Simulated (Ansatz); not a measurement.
## From C to Sn: the dipole moment

One atom is swapped for its congeners: C4H10 (isobutane) `CC(C)C`; C3H10Si `CC(C)[SiH3]`; C3H10Ge `C[CH](C)[GeH3]`; C3H10Sn `C[CH](C)[SnH3]`. All are singlets with charge 0.

Shapes, held fixed at every level: PBE0-D4/def2-TZVP. Programs: Ansatz 0.2.0. Values in D.

(1) How should the dipole moment change along the series?

## Answers

(1) At wB97M-V/def2-TZVPP the dipole moment isn't monotonic: it is largest for Sn and smallest for C (0.97 and 0.13 D). 3 of 4 levels show this order throughout; 4 agree on the largest and the smallest. Measured values: NIST CCCBDB. For atoms past krypton def2 sets carry core potentials with scalar relativity. Relativity is left out for Ge unless named. Magnitudes only: a dipole under 1 D may point either way.

```tsv
level	C4H10	C3H10Si	C3H10Ge	C3H10Sn
PBE-D4/def2-TZVPP	0.14	0.93	0.90	1.08
r2SCAN-D4/def2-TZVPP	0.13	0.93	0.91	1.07
B3LYP-D4/def2-TZVPP	0.14	0.88	0.89	1.06
wB97M-V/def2-TZVPP	0.13	0.88	0.84	0.97
measured	0.13	–	–	–
```
